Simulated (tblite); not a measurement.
Species: B₂H₅NO.
SMILES: `BOBN`

All values are computed: GFN2-xTB (tblite) harmonic vibrations without scaling, gas phase. The method is semi-empirical: single wavenumbers can be off by several per cent or more. Modes of hydrogen on boron can be 10 to 20 % off.

Harmonic wavenumbers (cm⁻¹): 101.0, 137.2, 324.1, 439.0, 446.5, 522.5, 799.1, 801.8, 891.8, 958.1, 975.9, 1079.6, 1214.1, 1309.4, 1524.6, 1590.7, 2490.2, 2498.9, 2564.3, 3508.3, 3565.3.

A = 36411, B = 4508, C = 4151 MHz; mass 57.056 u (most abundant isotopes); point group Cs, symmetry number 1.

Task: Zero-point energy?

Result: ½Σν̃ = 13871 cm⁻¹ = 39.66 kcal/mol.

Task: Give the ideal-gas entropy at 400 K and 1 bar in the rigid-rotor, harmonic-oscillator model (classical rotation).

Result: Translation 39.53, rotation 24.55, vibration 15.11: S = 79.2 cal/(mol K).

Task: And Cp and H(400 K) − H(0)?

Result: Cp = 24.98 cal/(mol K), of which vibrations give 17.03 (their classical limit is 21 R = 41.7); H(400 K) − H(0) = 6.52 kcal/mol without the zero-point energy, 3.34 from vibrations.

Task: How do the functions run with temperature in this model?

Result: 
```tsv
T (K)	S (cal/(mol K))	Cp (cal/(mol K))	H − H(0) (kcal/mol)	G − H(0) (kcal/mol)	ln q(vib)
50	48.2	9.6	0.42	-1.99	0.08
100	55.6	11.8	0.96	-4.60	0.43
298.15	72.5	20.8	4.19	-17.42	2.33
373.15	77.5	24.0	5.87	-23.05	3.11
500	85.1	28.4	9.20	-33.37	4.45
750	97.9	34.5	17.11	-56.31	7.02
1000	108.4	38.5	26.26	-82.13	9.42
```

q(vib) and H(0) count from the zero-point level.

Task: What must be added to the electronic energy to get the Gibbs energy at 400 K and 1 bar?

Result: ZPE + [H(400 K) − H(0)] − T·S = 39.66 + 6.52 − 31.68 = 14.50 kcal/mol.

Task: Blend soft modes into free rotors: weight 1/[1 + (100 cm⁻¹/ν̃)⁴] for the oscillator and the rest for a rotor with moment μB/(μ + B), μ = h/(8π²ν), B = 10⁻⁴⁴ kg m². What vibrational entropy results?

Result: 14.56 cal/(mol K) in place of 15.11, which changes −T·S at 400 K by +0.22 kcal/mol.

Task: Which modes carry the vibrational entropy at 400 K?

Result: 101.0 cm⁻¹: 4.01; 137.2 cm⁻¹: 3.41; 324.1 cm⁻¹: 1.79; 439.0 cm⁻¹: 1.27; 446.5 cm⁻¹: 1.25; 522.5 cm⁻¹: 1.00 cal/(mol K); the other 15 give 2.37 together.

Hindered rotation and anharmonicity are outside this model.

The values belong to the conformer `[BH2:1][O:2][BH:3][NH2:4]`: B1–O2–B3–N4 176°, H–N4–B3–O2 180°, H–N4–B3–O2 0°.
